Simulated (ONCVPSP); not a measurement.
**Potentials for Ce compared**

Generated with ld1.x 7.5 (TM, RRKJ, ultrasoft, PAW), atompaw 4.2 or ONCVPSP 4.0.1. The cutoff is in Ry: for ld1.x and atompaw files where the sum of valence levels is converged to 10 mRy in a Bessel basis, for ONCV files where the hardest occupied wave has 1 mHa per electron of residual kinetic energy. The error is the largest all-electron minus pseudo excitation energy over each file’s own four to seven test configurations (ionisations up to +4, promotions, holes and added fractions of an electron), all of which were solved. The labels leave out finer settings (local radius, basis sizes, second energies), which also bear on the numbers. Spin-polarised tests are not counted. The rows are a selection from randomly drawn settings: files with unsolved tests, undetermined cutoffs or missed reference levels are left out.

A true bound ghost makes a file unfit for plane-wave use even where its test errors are small: the radial tests pick states by their node count and pass the ghost by.

```tsv
potential	cutoff (Ry)	largest error (meV)	bound ghosts
ONCV, PBEsol, fully relativistic, rc 2.50/2.30/4.00/1.60 (spdf), local smoothed, core correction yes, reference 4f1 5s2 5p6 5d1 6s2, qcut 5.7/4.7/3.8/10.2, projectors 3/2/2/2	98	+74	none
ONCV, PBE, fully relativistic, rc 2.40/1.95/3.25/1.30 (spdf), local smoothed, core correction yes, reference 4f1 5s2 5p6 5d1 6s2, qcut 3.8/5/4.9/14.3, projectors 2/3/2/2	157	-6.7	none
ONCV, PBE, scalar-relativistic, rc 2.55/2.70/2.40/1.45 (spdf), local smoothed, core correction yes, reference 4f1 5s2 5p6 5d1 6s1, qcut 5.6/6.4/3.7/13, projectors 2/2/1/3	127	+99	s
ONCV, LDA (Perdew-Zunger), fully relativistic, rc 2.15/2.25/2.75/1.85 (spdf), local smoothed, core correction no, reference 4f1 5s2 5p6 5d1 6s1.75, qcut 5.9/5.1/3/10.1, projectors 2/2/2/2	80	+2.6	s, d5/2
ONCV, PW91, scalar-relativistic, rc 2.90/1.70/3.10/1.10 (spdf), local smoothed, core correction no, reference 4f1 5s2 5p6 5d1 6s1, qcut 5.4/4.4/4.1/14.9, projectors 2/2/3/2	188	+3.7	s, p
ONCV, PBEsol, fully relativistic, rc 2.70/1.95/3.45/1.10 (spdf), local smoothed, core correction yes, reference 4f1 5s2 5p6 5d2 6s1, qcut 5.4/4.3/4/16.3, projectors 2/3/1/2	207	+83	s
```

Question: Fill in the row for Ce: ONCV, PBEsol, scalar-relativistic, rc 2.30/2.60/3.20/1.60 (spdf), local smoothed, core correction yes, reference 4f1 5s2 5p6 5d1 6s2, qcut 4.2/5.9/4/9.5, projectors 2/2/1/2.

Answer: cutoff 96 Ry, largest error -6.4 meV, bound ghosts: s.
